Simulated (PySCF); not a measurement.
**Yb(OH)2 at several levels of theory**

Computed with PySCF 2.14.0 (density fitting, no spin-orbit coupling) at the geometry relaxed with PBE0:

```xyz
5
Yb(OH)2 (singlet in the valence; each metal's 4f electrons, 14 of them, lie in its core potential, out of spins and levels)
Yb    0.0000    0.0000    0.0026
O     2.0407   -0.0414    0.5652
H     2.9153   -0.0587    0.9539
O    -2.0407    0.0414    0.5652
H    -2.9153    0.0587    0.9539
```

```
 level                                              basis    state  HOMO (eV)  gap (eV)  charge on Yb1 (e)  population of f-type functions on Yb1 (polarisation alone where 4f lies in the core)  dipole about the centre of mass (D)  largest force component (eV/Å)
  PBE0  Yb lcecp-0-SVP with ECP60, O def2-SVP, H def2-SVP  singlet          –         –               0.88                                                                                  0.02                                 2.35                            0.00
revPBE                                           the same  singlet          –         –               0.74                                                                                  0.02                                 2.24                            0.56
  BLYP                                           the same  singlet          –         –               0.69                                                                                  0.02                                 2.21                            0.65
```

In the lcecp rows the 4f levels are missing from HOMO and gap, and the state counts the valence alone.

Charges are Mulliken's, which hang on the basis. The relaxation used the grid (50, 194), these runs (75, 302) or, all-electron (x2c bases, spin-free X2C Hamiltonian), (99, 590).

Problem. What does PBE0 with Yb lcecp-0-TZVP with ECP60, O def2-TZVP, H def2-TZVP give here?

Solution. state singlet, charge on Yb1 (e) 1.26, population of f-type functions on Yb1 (polarisation alone where 4f lies in the core) 0.03, dipole about the centre of mass (D) 2.48, largest force component (eV/Å) 0.23. Time: 9.1 s on 2 threads of Intel(R) Xeon(R) Platinum 8259CL CPU @ 2.50GHz (Skylake/Cascade Lake), with other jobs on the host, from free ions and atoms.

An lcecp potential fixes the number of 4f electrons, so in runs with it no electron can move into or out of that shell.
